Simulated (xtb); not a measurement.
Al(Cl)(Et)(NH2) (C2H7AlClN), SMILES C[CH2][Al]([NH2])[Cl]. All values are semi-empirical tight-binding results from xtb (GFN2-xTB unless named), good for trends rather than for accurate numbers. Geometry optimised at GFN2-xTB. The structure was generated by enumeration; whether it is a known compound was not checked. The values are those of a single conformer.

Optimised geometry:

```xyz
12

Al     0.2447     0.3766     0.3025
Cl    -1.6324    -0.2384     0.7834
C      1.1428    -0.2066    -1.3977
C      0.4996    -1.4303    -2.0644
H      2.2011    -0.4109    -1.1988
H      1.1448     0.6249    -2.1140
H     -0.5623    -1.2613    -2.2417
H      0.5938    -2.3100    -1.4296
H      0.9732    -1.6486    -3.0224
N      1.0904     1.4718     1.4204
H      0.7042     1.8500     2.2766
H      2.0276     1.8320     1.3089
```

For metal compounds this method's bond lengths and energies can be far off.

The orbital gap is 4.30 eV, the zero-point energy is 55.6 kcal/mol and the G − E(el) at 298.15 K (modified RRHO) is 34.6 kcal/mol.

Computed atomic charges and the Wiberg bond orders between heavy atoms:
charges (e) Al1 0.31, Cl2 -0.19, C3 -0.14, C4 -0.10, H5 0.04, H6 0.04, H7 0.05, H8 0.04, H9 0.03, N10 -0.41, H11 0.17, H12 0.17. Bond orders Al1–Cl2 1.29, Al1–C3 0.97, C3–C4 1.00, Al1–N10 1.29.
